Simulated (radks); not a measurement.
Question: Rb22+, 15 electrons, occupied as [Ne] 3s2 3p3. Method: Dirac Kohn-Sham, PBE, spin-unpolarised, spherical densities, point nucleus; open shells are shared between the two j in proportion to 2j + 1; computed with a radial shooting solver on a logarithmic mesh with Libxc functionals.

Spin-orbit splittings of the eigenvalues, e(l+1/2) - e(l-1/2), with zeta = 2 splitting/(2l+1) and mean radii in bohr:

| shell | occ. | splitting (eV) | zeta (eV) | <r> j=l-1/2 | <r> j=l+1/2 |
|---|---|---|---|---|---|
| 2p | 6 | ? | ? | 0.1503 | 0.1543 |
| 3p | 3 | 13.79 | 9.192 | 0.4282 | 0.4344 |
| 3d | 0 | 2.953 | 1.181 | 0.3879 | 0.3898 |
| 4p | 0 | 5.000 | 3.334 | 0.8487 | 0.8572 |

Estimate the 2p splitting.

Answer: 62.06 eV (zeta = 41.37 eV).
